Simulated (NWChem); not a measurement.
Everything below was run with NWChem. System: HCl3Si, charge 0, spin multiplicity 1, at a geometry optimised with B3LYP/def2-SVP. The structure started from a generated list of species. Level: B3LYP/def2-SVP, VWN1-RPA local correlation.

Output (cleaned and shortened):

```
             Northwest Computational Chemistry Package (NWChem) 7.3.0
             --------------------------------------------------------

                                NWChem Input Module
                                -------------------

 Scaling coordinates for geometry "geometry" by  1.889725989
 (inverse scale =  0.529177249)

                             Geometry "geometry" -> ""
                             -------------------------

 Output coordinates in angstroms (scale by  1.889725989 to convert to a.u.)

  No.       Tag          Charge          X              Y              Z
 ---- ---------------- ---------- -------------- -------------- --------------
    1 Si                  14.0000    -0.50697400     0.03249300     0.00000000
    2 Cl                  17.0000     0.11593000    -0.97933700     1.67994700
    3 Cl                  17.0000     0.11593000    -0.97933700    -1.67994700
    4 Cl                  17.0000     0.30205300     1.92445400     0.00000000
    5 H                    1.0000    -1.97888900     0.12682900     0.00000000

 Effective nuclear repulsion energy (a.u.)     334.4877824537

            Nuclear Dipole moment (a.u.)
            ----------------------------
        X                 Y               Z
 ---------------- ---------------- ----------------
    -0.0000075589    -0.0000170075     0.0000000000


 Summary of "ao basis" -> "" (spherical)
 ------------------------------------------------------------------------------
       Tag                 Description            Shells   Functions and Types
 ---------------- ------------------------------  ------  ---------------------
 *                          def2-svp                  on all atoms

                                 NWChem DFT Module
                                 -----------------

 Summary of "ao basis" -> "ao basis" (spherical)
 ------------------------------------------------------------------------------
       Tag                 Description            Shells   Functions and Types
 ---------------- ------------------------------  ------  ---------------------
 Si                         def2-svp                 8       18   4s3p1d
 Cl                         def2-svp                 8       18   4s3p1d
 H                          def2-svp                 3        5   2s1p

 Summary of "ao basis" -> "ao basis" (spherical)
 ------------------------------------------------------------------------------
[...]
    59      0.167227  4 Cl px                26     -0.164345  2 Cl px

 Vector   32  Occ=2.000000D+00  E=-3.371857D-01
              MO Center= -2.7D-01,  1.8D-02,  1.3D-06, r^2= 4.5D+00
   Bfn.  Coefficient  Atom+Function         Bfn.  Coefficient  Atom+Function
  ----- ------------  ---------------      ----- ------------  ---------------
    65      0.325795  4 Cl px                29      0.322802  2 Cl px
    47      0.322802  3 Cl px                73      0.265851  5 H  s
    62      0.247713  4 Cl px                26      0.246241  2 Cl px
    44      0.246240  3 Cl px                74      0.231063  5 H  s
    59      0.142993  4 Cl px                23      0.142111  2 Cl px

 Vector   33  Occ=2.000000D+00  E=-3.258176D-01
              MO Center=  1.7D-01, -1.1D-02,  8.4D-07, r^2= 4.9D+00
   Bfn.  Coefficient  Atom+Function         Bfn.  Coefficient  Atom+Function
  ----- ------------  ---------------      ----- ------------  ---------------
    67      0.384524  4 Cl pz                30     -0.332319  2 Cl py
    48      0.332318  3 Cl py                64      0.289579  4 Cl pz
    27     -0.250263  2 Cl py                45      0.250263  3 Cl py
    31     -0.192253  2 Cl pz                49     -0.192253  3 Cl pz
    61      0.167013  4 Cl pz                24     -0.144338  2 Cl py

 Vector   34  Occ=0.000000D+00  E=-7.156332D-03
              MO Center= -1.3D-01,  8.7D-03,  9.7D-09, r^2= 3.8D+00
   Bfn.  Coefficient  Atom+Function         Bfn.  Coefficient  Atom+Function
  ----- ------------  ---------------      ----- ------------  ---------------
     3      1.046780  1 Si s                  4      0.479596  1 Si s
    66      0.431061  4 Cl py                 2      0.424915  1 Si s
    31      0.376756  2 Cl pz                49     -0.376756  3 Cl pz
    74     -0.349544  5 H  s                 11      0.279817  1 Si px
    22     -0.223557  2 Cl s                 40     -0.223557  3 Cl s

 Vector   35  Occ=0.000000D+00  E= 1.828955D-02
              MO Center= -6.4D-01, -1.5D-01, -8.1D-04, r^2= 3.5D+00
   Bfn.  Coefficient  Atom+Function         Bfn.  Coefficient  Atom+Function
  ----- ------------  ---------------      ----- ------------  ---------------
    12      1.162594  1 Si py                58     -0.528892  4 Cl s
    66      0.377663  4 Cl py                 9      0.375733  1 Si py
    31     -0.307098  2 Cl pz                49      0.306146  3 Cl pz
    65      0.286431  4 Cl px                22      0.265450  2 Cl s
    40      0.263452  3 Cl s                  6     -0.183970  1 Si py

 Vector   36  Occ=0.000000D+00  E= 1.829009D-02
              MO Center= -6.1D-01,  2.3D-01,  8.1D-04, r^2= 3.5D+00
   Bfn.  Coefficient  Atom+Function         Bfn.  Coefficient  Atom+Function
  ----- ------------  ---------------      ----- ------------  ---------------
    13      1.164984  1 Si pz                22     -0.457462  2 Cl s
    40      0.458616  3 Cl s                 10      0.376502  1 Si pz
    30     -0.320761  2 Cl py                48      0.320206  3 Cl py
    67     -0.312881  4 Cl pz                49      0.218863  3 Cl pz
    31      0.217525  2 Cl pz                29      0.206246  2 Cl px

 center of mass
 --------------
 x =   0.03517707 y =  -0.00225481 z =   0.00000000

 moments of inertia (a.u.)
 ------------------
        1407.036946787078         -41.694888321250           0.000000000000
         -41.694888321250         759.211944980588           0.000000000000
           0.000000000000           0.000000000000         756.537613993381

     Multipole analysis of the density
     ---------------------------------

     L   x y z        total         alpha         beta         nuclear
     -   - - -        -----         -----         ----         -------
     0   0 0 0     -0.000000    -33.000000    -33.000000     66.000000

     1   1 0 0     -0.364706     -0.182349     -0.182349     -0.000008
     1   0 1 0      0.023370      0.011694      0.011694     -0.000017
     1   0 0 1     -0.000000     -0.000000     -0.000000      0.000000

     2   2 0 0    -36.549059    -35.276872    -35.276872     34.004684
     2   1 1 0     -0.109724     -9.946893     -9.946893     19.784062
     2   1 0 1     -0.000000     -0.000000     -0.000000      0.000000
     2   0 2 0    -38.253907   -189.824173   -189.824173    341.394440
     2   0 1 1     -0.000000     -0.000000     -0.000000      0.000000
     2   0 0 2    -38.260917   -190.462170   -190.462170    342.663424

 Task  times  cpu:        3.4s     wall:        3.4s

 Total times  cpu:        3.4s     wall:        3.4s
```

Write an NWChem input that would produce this output.

One answer among several that fit: 
```
start mol
memory heap 200 mb stack 900 mb global 1100 mb
geometry units angstroms nocenter noautoz noautosym
  Si    -0.506974     0.032493     0.000000
  Cl     0.115930    -0.979337     1.679947
  Cl     0.115930    -0.979337    -1.679947
  Cl     0.302053     1.924454     0.000000
  H     -1.978889     0.126829     0.000000
end
basis spherical
  * library def2-svp
end
dft
  xc b3lyp
  semidirect memsize 60000000 filesize 0
  iterations 100
end
task dft energy
```
